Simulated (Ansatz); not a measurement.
`BB(C)BCl` + `COCN` → `NCBCl` + `BB(C)OC`  (formal exchange of groups at a B–B bond)

Program: Ansatz. Geometries: PBE0-D4/def2-TZVP. ΔE: electronic, gas phase. CCSD(T)/CBS is the MP2 limit (def2-TZVPP, def2-QZVPP) plus CCSD(T) − MP2 in def2-TZVPP, frozen cores. This one scheme is used for every species. DFT in def2-TZVPP. B3LYP here is the variant with VWN-RPA as its local correlation; programs differ in this. One conformer a species, not always the lowest.

```
          level  ΔE (kJ/mol)  difference from CCSD(T)/CBS
         PBE-D4       -164.2                         17.1
      r2SCAN-D4       -170.7                         10.6
        PBE0-D4       -171.1                         10.2
       B3LYP-D4       -174.5                          6.8
        ωB97X-V       -174.5                          6.8
           PBE0       -171.1                         10.2
  HF/def2-TZVPP       -182.1                         -0.8
CCSD/def2-TZVPP       -181.0                          0.3
   HF/CBS(def2)       -183.1                         -1.8
 CCSD/CBS(def2)       -182.3                         -1.0
    CCSD(T)/CBS       -181.3                            0
```

Largest T1 diagnostic among the species: 0.014.

From PBE to PBE0 (25 % exact exchange), in def2-TZVPP and without D4, ΔE moves by −7.0 kJ/mol.
